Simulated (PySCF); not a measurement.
## Te: ionisation energy

Te [Kr] 4d10 5s2 5p4 (3P) → Te⁺ [Kr] 4d10 5s2 5p3 (4S), as a difference of total energies. All numbers are calculated (PySCF 2.14, scalar relativity by spin-free X2C-1e, in x2c-TZVPPall (8s6p4d2f, 60 functions)). Correlated levels: valence and next inner shell: [Ar] 3d10 frozen. The calculations carry no spin-orbit coupling.

| method | ionisation energy (eV) | error (eV) |
| --- | --- | --- |
| UHF | 7.751 | -0.998 |
| MP2 (valence and next inner shell) | 8.408 | -0.341 |
| SCS-MP2 (valence and next inner shell) | 8.426 | -0.323 |
| CCSD (valence and next inner shell) | 8.496 | -0.253 |
| CCSD(T) (valence and next inner shell) | 8.531 | -0.218 |

Reference: 8.749 eV (measured; NIST levels, between the centres of gravity of the two terms).

Errors of the correlated levels include the incompleteness of this basis and the frozen core.
